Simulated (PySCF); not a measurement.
# Small edits and their spectra

Starting compound: `O=C1C=C(Cl)C(=O)C1`, C5H3ClO2.

1H NMR (500 MHz, computed): δ 7.23 (s, 1H), 2.89 (s, 2H). 13C{1H} NMR (computed): δ 200.0 (C), 199.0 (C), 171.1 (C), 152.2 (CH), 45.2 (CH2).

PySCF 2.14 calculation with geometry from GFN2-xTB and σ from GIAO-PBE0/pcSseg-1; relativity neglected, one computed conformer, rapidly exchanging positions averaged, gas phase.

Shifts are taken against calculated references (same method and geometry level): 1H (σref 31.72), 13C (σref 186.93) vs TMS. Where no couplings were computed, multiplicities follow the n + 1 count of equivalent neighbours, and m marks all less simple cases (inequivalent or close neighbours, rings, F or P nearby). Shifts are as computed. Against solution values, carbons near 30 ppm lie about +3 ppm off and those near 130 ppm about +5 ppm; carbons on Cl a further +6 ppm. Of 1309 compounds with measured shifts, 239 miss one by over three times the rms of a fit or turn the order of signals round; such compounds aren't used in these exercises. Carbons bonded to Cl come out too deshielded.

Product 1. 1H NMR (500 MHz, computed): δ 7.61 (s, 1H), 5.62 (s, 2H), 2.82 (s, 2H). 13C{1H} NMR (computed): δ 211.1 (C), 206.1 (C), 169.4 (C), 166.4 (CH), 45.5 (CH2).

Product 2. 1H NMR (500 MHz, computed): δ 7.33 (s, 1H), 4.13 (s, 2H). 13C{1H} NMR (computed): δ 231.7 (C), 229.9 (C), 172.7 (C), 154.1 (CH).

Product 3. 1H NMR (500 MHz, computed): δ 7.37 (s, 1H), 4.50 (m, 2H), 2.79 (m, 2H). 13C{1H} NMR (computed): δ 221.5 (C), 198.1 (C), 161.4 (C), 148.7 (CH), 37.1 (CH2).

Each product comes from one edit: C replaced by Si (`O=C1C=C(Cl)C(=O)[SiH2]1`); SiH2 inserted into a C-C bond (`O=C1C=C(Cl)C(=O)[SiH2]C1`); SiH2 inserted into a C-Cl bond (`O=C1C=C([SiH2]Cl)C(=O)C1`). Which is which?

## Answers


- Product 1: SiH2 inserted into a C-Cl bond, O=C1C=C([SiH2]Cl)C(=O)C1. δH 7.61: hydrogen on a β carbon of a C=C–C=O unit; attached to an sp2 carbon and in the plane of the double bond. δH 2.82: hydrogen on an sp3 CH2 α to a carbonyl; α to C=O.
- Product 2: C replaced by Si, O=C1C=C(Cl)C(=O)[SiH2]1. δH 7.33: hydrogen on a β carbon of a C=C–C=O unit; attached to an sp2 carbon and in the plane of the double bond. δH 4.13: hydrogen on a silicon bonded to 2 C, in a 5-membered ring.
- Product 3: SiH2 inserted into a C-C bond, O=C1C=C(Cl)C(=O)[SiH2]C1. δC 161.4, 148.7: β carbon of a C=C–C=O unit; conjugation with the carbonyl draws π density from the β position. δH 7.37: hydrogen on a β carbon of a C=C–C=O unit; a vinylic proton, deshielded by the sp2 carbon and the C=C anisotropy.
